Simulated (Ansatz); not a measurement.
V(H2O)2OCl2 (VCl2O3H4), relaxed as a doublet with UKS PBE0-D4/def2-SVP in Ansatz, starting from the GFN2-xTB geometry. Force threshold 0.02 eV/Å.

The relaxation made no stability test and no search for a lower SCF solution. No other spin state of charge 0 was run.

Start:

```xyz
10

V    -0.0795   -0.0591    0.0439
O    -1.4044    1.7561    0.0840
H    -1.0780    2.3208   -0.6337
H    -1.1726    2.1842    0.9243
O     1.2506   -1.8682    0.0038
H     2.1534   -1.5140    0.0107
H     1.0901   -2.2522   -0.8739
O     1.0235    0.7637   -0.6022
Cl   -1.4476   -1.1801   -1.0780
Cl   -0.3355   -0.1512    2.1211
```

```
         step  energy (eV)  largest force component (eV/Å)  SCF passes
            1  -56908.3576                           2.832          23
            2  -56908.8646                           0.507          32
            3  -56908.9702                           0.314          27
            4  -56908.9965                           0.269          26
            5  -56909.0097                           0.145          25
            6  -56909.0175                           0.182          25
            7  -56909.0267                           0.276          28
            8  -56909.0353                           0.282          28
            9  -56909.0359                           0.223          28
           10  -56909.0383                           0.070          26
11 (rejected)  -56909.0298                           0.571          26
           12  -56909.0395                           0.026          26
13 (rejected)  -56909.0375                           0.288          26
           14  -56909.0400                           0.061          28
           15  -56909.0404                           0.112          27
           16  -56909.0406                           0.088          27
           17  -56909.0412                           0.010          28
           18  -56909.0414                           0.014          28
           19  -56909.0415                           0.075          27
           20  -56909.0417                           0.036          28
           21  -56909.0417                           0.008          19
```

Force components are those of the run's own axes.

End:

```xyz
10

V     0.1455    0.1085   -0.0854
O    -1.3449    1.4838    0.2377
H    -1.7795    1.8812   -0.5275
H    -1.1871    2.1411    0.9281
O     0.9484   -1.7798   -0.0049
H     1.7094   -1.9332    0.5693
H     1.0467   -2.2469   -0.8449
O     1.2634    0.9432   -0.7418
Cl   -1.2058   -0.7433   -1.7050
Cl    0.4038    0.1455    2.1744
```

By distances, no bond broke or formed. The bond that changes most is V1–O2, from 2.25 to 2.05 Å (atoms count from 1).

The force fell under the threshold at step 17, but the optimiser went on. No frequencies were taken in this run, so the end may be a saddle point.

It took 42 s on 4 threads of Intel Xeon 6975P-C on a shared host.
